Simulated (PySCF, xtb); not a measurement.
C₂H₈S₂Sn, SMILES C[S][SnH2][S]C.

xtb with GFN2-xTB at its own geometry gives an orbital gap of 2.48 eV and a dipole moment of 2.42 D.

Geometry: B3LYP-D3(BJ)/def2-SVP. The def2 effective core potentials stand for the cores of Sn; spin–orbit coupling is left out. The values are those of a single conformer.

### Question
What does PBE/def2-TZVP (PySCF) give? (Estimate from the structure and the level; the computed values follow.)

### Answer
gap 3.72 eV (levels -5.55 and -1.83 eV), dipole 2.07 D.
